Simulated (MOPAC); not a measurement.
Input file for MOPAC: PM6 on BGeH5 (SMILES [BH2][GeH3]), a point of a bond scan (R = 3.079 Å).

```
PM6 1SCF PRECISE CHARGE=0 THREADS=1
BGeH5

B     -1.68447901 1    -0.08981357 1    -0.38805636 1
Ge     0.32433246 1     0.01332500 1     0.07253106 1
H      1.99837756 1    -2.37770386 1    -0.90825458 1
H      0.93481345 1     1.29602953 1    -0.53231896 1
H      0.50580440 1     0.12014751 1     1.60207949 1
H     -2.40523210 1     0.79344296 1    -0.04632267 1
H     -2.15298444 1    -1.00476260 1    -0.98628824 1
```

The log:

```
*******************************************************************************
 **                                                                           **
 **                              MOPAC v23.2.5                                **
 **                                                                           **
 *******************************************************************************
 ** MOPAC's Digital Object Identifier: https://doi.org/10.5281/zenodo.6511958 **
 **                                                                           **
 ** Please cite the open-source release paper for use of this MOPAC version:  **
 ** J. E. Moussa and J. J. P. Stewart (2026)                                  **
 ** MOPAC: An open-source semiempirical molecular orbital program             **
 ** J. Open Source Softw., 11(119), 8025, https://doi.org/10.21105/joss.08025 **
 *******************************************************************************

                              PM6 CALCULATION RESULTS

 *******************************************************************************
 *  PM6        - The PM6 Hamiltonian to be used
 *
 *
 *
 *                 CHARGE ON SYSTEM = 0
 *
 *
 *
 *  PRECISE    - TIGHTER CRITERIA TO BE USED
 *  1SCF       - DO 1 SCF AND THEN STOP
 *  THREADS=1  - MULTI-THREADING NOT USED
 *  T=         - A TIME OF 172800.0 SECONDS REQUESTED
 *  DUMP=N     - RESTART FILE WRITTEN EVERY 7200.0 SECONDS REQUESTED
 *******************************************************************************
PM6 1SCF PRECISE CHARGE=0 THREADS=1
 BGeH5

   ATOM   CHEMICAL          X               Y               Z
  NUMBER   SYMBOL      (ANGSTROMS)     (ANGSTROMS)     (ANGSTROMS)

     1       B         -1.68447901  *  -0.08981357  *  -0.38805636  *
     2      Ge          0.32433246  *   0.01332500  *   0.07253106  *
     3       H          1.99837756  *  -2.37770386  *  -0.90825458  *
     4       H          0.93481345  *   1.29602953  *  -0.53231896  *
     5       H          0.50580440  *   0.12014751  *   1.60207949  *
     6       H         -2.40523210  *   0.79344296  *  -0.04632267  *
     7       H         -2.15298444  *  -1.00476260  *  -0.98628824  *



          CARTESIAN COORDINATES

    NO.       ATOM           X           Y           Z

     1         B         -1.6845     -0.0898     -0.3881
     2        Ge          0.3243      0.0133      0.0725
     3         H          1.9984     -2.3777     -0.9083
     4         H          0.9348      1.2960     -0.5323
     5         H          0.5058      0.1201      1.6021
     6         H         -2.4052      0.7934     -0.0463
     7         H         -2.1530     -1.0048     -0.9863

 General Reference for PM6:
 "Optimization of Parameters for Semiempirical Methods V: Modification of NDDO Approximations
 and Application to 70 Elements", J. J. P. Stewart, J. Mol. Mod., 13, 1173-1213 (2007)
 URL: https://link.springer.com/article/10.1007/s00894-007-0233-4

           Empirical Formula: H5 B Ge  =     7 atoms



      MOLECULAR POINT GROUP   :   Cs


      RHF CALCULATION, NO. OF DOUBLY OCCUPIED LEVELS = 6


 -------------------------------------------------------------------------------
 PM6 1SCF PRECISE CHARGE=0 THREADS=1
 BGeH5



     1SCF WAS SPECIFIED, SO BFGS WAS NOT USED
     SCF FIELD WAS ACHIEVED


                              PM6 CALCULATION
                                                       MOPAC v23.2.5 Linux




          FINAL HEAT OF FORMATION =        282.25318 KCAL/MOL =    1180.94730 KJ/MOL


          COSMO AREA              =        110.15 SQUARE ANGSTROMS
          COSMO VOLUME            =         92.92 CUBIC ANGSTROMS

          IONIZATION POTENTIAL    =          7.794930 EV
          HOMO LUMO ENERGIES (EV) =         -7.795 -1.999
          NO. OF FILLED LEVELS    =          6
          MOLECULAR WEIGHT        =         88.4395         POINT GROUP:  Cs

          MOLECULAR DIMENSIONS (Angstroms)

            Atom       Atom       Distance
            H     6    H     3     5.49462
            H     7    H     4     3.72523
            H     4    H     5     2.33391


          SCF CALCULATIONS        =          1





   ATOM   CHEMICAL          X               Y               Z
  NUMBER   SYMBOL      (ANGSTROMS)     (ANGSTROMS)     (ANGSTROMS)

     1       B         -1.68447901  *  -0.08981357  *  -0.38805636  *
     2      Ge          0.32433246  *   0.01332500  *   0.07253106  *
     3       H          1.99837756  *  -2.37770386  *  -0.90825458  *
     4       H          0.93481345  *   1.29602953  *  -0.53231896  *
     5       H          0.50580440  *   0.12014751  *   1.60207949  *
     6       H         -2.40523210  *   0.79344296  *  -0.04632267  *
     7       H         -2.15298444  *  -1.00476260  *  -0.98628824  *

                             CARTESIAN COORDINATES

   1    B       -1.684479010    -0.089813570    -0.388056360
   2   Ge        0.324332460     0.013325000     0.072531060
   3    H        1.998377560    -2.377703860    -0.908254580
   4    H        0.934813450     1.296029530    -0.532318960
   5    H        0.505804400     0.120147510     1.602079490
   6    H       -2.405232100     0.793442960    -0.046322670
   7    H       -2.152984440    -1.004762600    -0.986288240


           Empirical Formula: H5 B Ge  =     7 atoms



      MOLECULAR POINT GROUP   :   Cs


                  EIGENVALUES
 -17.85890 -15.99090 -11.82032 -11.50008  -9.91378  -7.79493  -1.99903  -0.27537
   0.74652   2.89479   3.65104   4.65283   5.85238


              NET ATOMIC CHARGES AND DIPOLE CONTRIBUTIONS

  ATOM NO.   TYPE          CHARGE      No. of ELECS.   s-Pop       p-Pop
    1          B           0.171790        2.8282     1.15587     1.67234
    2         Ge          -0.812401        4.8124     1.33158     3.48082
    3          H           0.244691        0.7553     0.75531
    4          H           0.164479        0.8355     0.83552
    5          H           0.164479        0.8355     0.83552
    6          H           0.037238        0.9628     0.96276
    7          H           0.029724        0.9703     0.97028
 DIPOLE           X         Y         Z       TOTAL
 POINT-CHG.     0.094    -1.803    -0.975     2.052
 HYBRID         0.423     0.488     0.354     0.737
 SUM            0.517    -1.315    -0.621     1.544


          ATOMIC ORBITAL ELECTRON POPULATIONS

     Atom    s        px        py        pz
    1  B   1.15587   0.70062   0.72528   0.24644
    2 Ge   1.33158   1.17180   1.16766   1.14137
    3  H   0.75531
    4  H   0.83552
    5  H   0.83552
    6  H   0.96276
    7  H   0.97028

 **********************
 *                    *
 * JOB ENDED NORMALLY *
 *                    *
 **********************




 == MOPAC DONE ==
```

The run finished.

Cost: roughly 0.020 core-seconds.
